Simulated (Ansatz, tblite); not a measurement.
Removing and adding an electron: In₇Sb₇H₂₀, a nanocrystal cut from zinc blende InSb (hydrogen-capped). The state is a singlet with charge 0. Geometry: PBE-D4/def2-SVP. Ansatz, gas phase; energy differences of separate SCF runs; the oxidised species was run as a doublet alone; the reduced species was run as a doublet alone.

```xyz
34

In   -0.757   -0.621    4.468
In    2.973   -1.220   -3.443
In    2.269    1.071    1.169
In   -0.430   -2.734    0.180
In   -4.409   -0.260    1.193
In   -1.270    1.418   -2.008
In   -1.620    3.668    2.205
Sb    1.485   -3.204   -2.008
Sb    0.959   -1.241    2.143
Sb   -2.540    1.045    2.946
Sb    3.893    0.193   -1.125
Sb    0.739    0.501   -3.957
Sb    0.177    2.645    0.093
Sb   -2.352   -0.916   -0.827
H     0.278    0.346    5.479
H    -1.506   -2.150    4.830
H     4.069   -1.663   -4.711
H     3.443    1.848    2.198
H    -0.952   -4.348    0.583
H    -4.857   -1.820    1.824
H    -5.408    0.907    0.377
H    -2.319    2.415   -2.979
H    -0.517    4.293    3.398
H    -2.844    4.518    1.307
H     2.648   -4.386   -1.541
H     0.770   -4.190   -3.225
H     2.266   -2.279    2.575
H    -3.627    1.491    4.209
H     5.272   -0.684   -0.583
H     4.807    1.515   -1.745
H     1.400    1.846   -4.806
H    -0.034   -0.169   -5.342
H     1.018    3.923   -0.704
H    -3.025   -1.759   -2.172
```

In the def2 sets In, Sb take a core potential; there is no spin–orbit coupling. The xTB rows come from tblite. Correlated methods freeze 56 core orbitals; core or outer-core shells of In, Sb are correlated, in sets that lack core-valence functions. Single mean-field runs in def2-SVP are fitted with def2-universal-jkfit. HOMO above LUMO, or a gap near zero within one spin, warns that the state may not be the lowest or that an electron is smeared out.

Problem. Estimate orbital energies and vertical ionisation energies and electron affinities at: GFN1-xTB; GFN2-xTB; PBE-D4/def2-SVP; PBE0-D4/def2-SVP; PBE-QIDH/def2-SVP.

Solution. 
```
            level  −HOMO (eV)  vertical IE (eV)  −LUMO (eV)  vertical EA (eV)  HOMO–LUMO gap (eV)  IE − EA (eV)                                                                   remarks
         GFN1-xTB        9.51             10.82        7.41              6.16                2.09          4.66                                                                         –
         GFN2-xTB       10.11             11.50        7.91              6.47                2.20          5.03                                                                         –
  PBE-D4/def2-SVP        5.63                 –        2.75              1.40                2.88             –  HOMO above zero (-1 doublet), gap within one spin near zero (-1 doublet)
 PBE0-D4/def2-SVP        6.50              7.64        2.06              1.14                4.44          6.49                                                                         –
PBE-QIDH/def2-SVP           –              7.83           –              0.81                   –          7.02                                                                         –
```

Run but left out: PBE-D4/def2-SVP (charge +1 doublet: an occupied level 0.03 eV above an empty one).   A HOMO above zero means that the electron is unbound at that level or that self-interaction error raises the level; the energy of removing that electron tells which. Raw xTB energy differences between charge states are shifted by several eV; the methods need an empirical correction for them. Sets without diffuse functions give affinities that are too small.
